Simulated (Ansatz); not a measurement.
A nudged elastic band was laid between two geometries of C2H10AlN (14 atoms, charge 0, multiplicity 1).

These are results of RKS PBE0-D4/def2-mTZVP in Ansatz 0.2.0, not measurements.

| Quantity | Value |
| --- | --- |
| movable images | 5 |
| climbing image | yes |
| spring | 5.0 eV/Å² |
| optimiser | quadratic models (default) |
| start path | through a guess of the saddle point |
| force threshold | 0.03 eV/Å |
| iteration limit | 60 |
| end points | relaxed |

Image 0:

```xyz
14
Properties=species:S:1:pos:R:3
Al -0.464 -1.732 0.299
H -1.674 -1.672 1.358
H -0.791 -2.342 -1.153
H 1.021 -1.956 0.877
H -1.232 0.513 -0.556
N -0.323 0.254 -0.178
C -0.073 1.071 1.018
C 0.690 0.484 -1.218
H 0.879 0.768 1.455
H -0.033 2.137 0.777
H -0.859 0.889 1.750
H 0.441 -0.103 -2.101
H 1.657 0.146 -0.843
H 0.760 1.543 -1.485
```

Image 6:

```xyz
14
Properties=species:S:1:pos:R:3
Al 0.254 -1.881 0.240
H -2.982 0.339 -0.202
H 0.247 -2.765 -1.077
H 0.119 -2.428 1.723
H -2.271 0.122 -0.138
N 0.431 -0.123 0.037
C 0.451 0.817 1.135
C 0.567 0.534 -1.243
H 1.389 1.390 1.158
H -0.371 1.543 1.060
H 0.352 0.301 2.092
H 0.554 -0.193 -2.058
H 1.509 1.096 -1.309
H -0.250 1.248 -1.419
```

Which bonds break or form, and what moves?

Bonds broken: Al1–H2, H5–N6. Bonds formed: H2–H5. C2H10AlN becomes C2H8AlN + H2.

Give the energies along the band, and the barrier.

The forces met the threshold. The highest image is number 4 of 0 to 6, 149.7 kJ/mol above the first end and 78.2 kJ/mol above the last; the last end lies 71.5 kJ/mol above the first. Neighbouring images differ by up to 1.4 eV, so the band resolves the path poorly. A vibrational analysis at the climbing image gives one clearly imaginary mode, 1196i cm⁻¹: a first-order saddle point. The orbitals stay closed-shell, which can raise the energy where a bond breaks towards radicals; this wasn't checked here.

| image | path coordinate (Å) | energy (kJ/mol) | Al1–H2 (Å) | H5–N6 (Å) | H2–H5 (Å) |
| --- | --- | --- | --- | --- | --- |
| 0 | 0.00 | 0.0 | 1.61 | 1.02 | 2.94 |
| 1 | 0.97 | 2.1 | 1.61 | 1.02 | 2.72 |
| 2 | 1.94 | 5.6 | 1.61 | 1.02 | 2.56 |
| 3 | 2.91 | 19.3 | 1.62 | 1.02 | 2.06 |
| 4 | 3.89 | 149.7 | 1.85 | 1.48 | 0.97 |
| 5 | 5.53 | 74.0 | 3.01 | 2.77 | 0.75 |
| 6 | 7.18 | 71.5 | 3.95 | 2.72 | 0.75 |

What is the geometry of the highest image?


```xyz
14
Properties=species:S:1:pos:R:3
Al -0.333 -1.708 0.222
H -2.032 -1.005 -0.017
H -0.064 -2.611 -1.055
H -0.291 -2.203 1.730
H -1.395 -0.279 -0.068
N 0.018 0.142 -0.017
C 0.341 0.993 1.108
C 0.518 0.646 -1.278
H 1.423 1.035 1.296
H -0.006 2.020 0.942
H -0.137 0.620 2.017
H 0.167 0.024 -2.105
H 1.617 0.654 -1.314
H 0.175 1.672 -1.461
```

The run took 3.6 min on 2 threads of Intel(R) Xeon(R) Platinum 8488C (Sapphire Rapids), on a shared host, peak memory 0.25 GiB.
